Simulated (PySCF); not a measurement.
C3H4BFN2O2.
SMILES: `N#C[C@@]1(F)COB(N)O1`

Vertical excitations from PySCF (density fitting, frozen core in the response, grid level 2 and gas phase unless stated; continuum runs use non-equilibrium linear response for the excitations) on a GFN2-xTB geometry. Reference run:

| settings | S1, eV (f) | S2, eV (f) | S3, eV (f) | S4, eV (f) | S5, eV (f) | S6, eV (f) | T1, eV (Tamm–Dancoff) | mean α (au) |
| --- | --- | --- | --- | --- | --- | --- | --- | --- |
| PBE0/def2-SVPD, full TDDFT, 6 singlets | 6.95 (0.019) | 7.34 (0.016) | 7.56 (0.001) | 7.70 (0.008) | 7.81 (0.022) | 7.95 (0.003) | 6.23 | 64.3 |

Q: What do these settings give: PBE/aug-cc-pVDZ, energy threshold 1e-06 Eh, TDA, 1 singlet?

A: 
| settings | S1, eV (f) | S2, eV (f) | S3, eV (f) | S4, eV (f) | S5, eV (f) | S6, eV (f) | T1, eV (Tamm–Dancoff) | mean α (au) |
| --- | --- | --- | --- | --- | --- | --- | --- | --- |
| PBE/aug-cc-pVDZ, energy threshold 1e-06 Eh, TDA, 1 singlet | 5.55 (0.010) | – | – | – | – | – | 5.47 | 69.6 |

S1 moves by -1.40 eV; functional, basis and response scheme change together, so the shift can't be laid on one. States are counted by energy in each run and needn't keep their character from row to row.

Q: Give the leading configurations of S1 (H = HOMO, L = LUMO) and the HOMO–LUMO gap of each run.

A: 
```json
{"settings": "PBE0/def2-SVPD, full TDDFT, 6 singlets", "S1 configurations (weight)": "H→L 0.79, H→L+1 0.16", "S1 (eV)": "6.95", "orbital gap (eV)": "8.09", "S1 − gap (eV)": "-1.14"}
{"settings": "PBE/aug-cc-pVDZ, energy threshold 1e-06 Eh, TDA, 1 singlet", "S1 configurations (weight)": "H→L 0.99", "S1 (eV)": "5.55", "orbital gap (eV)": "5.51", "S1 − gap (eV)": "+0.04"}
```

The values belong to the conformer `[N:1]#[C:2][C@@:3]1([F:4])[CH2:5][O:6][B:7]([NH2:8])[O:9]1`: H–N8–B7–O6 -1°, H–N8–B7–O6 180°.
